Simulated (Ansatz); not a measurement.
`FC[SiH2]CCl` + `C1=CN1` → `ClCC1=CN1` + `FC[SiH3]` at 298.15 K and 1 bar (formal exchange of groups at a C–Si bond).

Isolated molecules relaxed with PBE0-D4/def2-TZVP in Ansatz; ΔE leaves out vibrations. CBS: MP2 limit from def2 TZ/QZ plus the TZ coupled-cluster correction, frozen cores. One conformer a species, not always the lowest.

```tsv
species	CCSD(T)/CBS energy (Eh)	H − E (kJ/mol)	S (J/(mol·K))
`FC[SiH2]CCl`	-928.35344	219.2	357.1
`C1=CN1`	-132.46664	127.0	248.9
`ClCC1=CN1`	-630.90921	186.1	316.8
`FC[SiH3]`	-429.90570	157.3	287.8
```

H − E and S are ideal-gas, rigid-rotor, harmonic terms from PBE0-D4/def2-TZVP, for one conformer and one mirror image of each species. 1 Eh = 2625.50 kJ/mol, R = 8.31446 J/(mol·K).

Problem. By hand: ΔE, ΔH, ΔS and ΔG.

Solution. ΔE = (-630.90921) + (-429.90570) − (-928.35344) − (-132.46664) = 0.00517 Eh = 13.6 kJ/mol. Δ(H − E) = 186.1 + 157.3 − 219.2 − 127.0 = -2.8, so ΔH = 10.8 kJ/mol. ΔS = 316.8 + 287.8 − 357.1 − 248.9 = -1.4 J/(mol·K). ΔG = 10.8 − 298.15 × (-1.4)/1000 = 11.2 kJ/mol.

Problem. By hand: the equilibrium constant, and the temperature at which ΔG would vanish if ΔH and ΔS stayed fixed.

Solution. log₁₀ K = −ΔG/(RT ln 10) = -2.0. ΔH and −TΔS have one sign here, so there is no such temperature. One of them is within its doubt of zero, so this could turn.

The number of gas molecules stays the same, so ΔS is small and ΔH decides. A doubt of 5 kJ/mol in ΔE shifts log₁₀ K by 0.9 here. Other conformers and mirror images would add mixing entropy, several J/(mol·K) or more a flexible species. Modes under 60 cm⁻¹, often nearly free rotors, make the harmonic entropy too high. These are equilibria of isolated gas molecules and say nothing of rates. Largest T1 diagnostic: 0.011 (customary marks: 0.02 for closed shells, 0.045 for open ones).
